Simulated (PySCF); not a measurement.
Computed shifts of a molecule C₂H₁₂N₂Si₂, KT2/pcSseg-1 (PySCF), GIAO, gas phase, atoms alike by connectivity averaged where their shifts nearly agree, in ppm (number of nuclei): ¹³C: 29.6 (1), -8.9 (1). ²⁹Si: -38.9 (1), -41.6 (1). ¹⁵N: 37.2 (1), 21.8 (1). ¹H: 5.31 (2), 4.59 (1), 4.18 (1), 3.67 (1), 2.80 (1), 0.63 (1), 0.62 (1), 0.49 (3), 0.40 (1). References: ¹³C against TMS (σ = 185.1 ppm); ²⁹Si against TMS (σ = 361.9 ppm); ¹⁵N against NH3 (σ = 266.2 ppm); ¹H against TMS (σ = 31.47 ppm), references at their B3LYP-D3(BJ)/def2-TZVP geometries, non-relativistic. Geometry optimised at PBE0-D3(BJ)/def2-SVP. The values are those of a single conformer.

Question: Which structure fits?
(A) CN[Si@@H](C)N[SiH3]
(B) C[SiH2]NC[SiH2]N
(C) C[Si@H](N)NC[SiH3]
(D) C[SiH2]CN[SiH2]N

Answer: D, C[SiH2]CN[SiH2]N
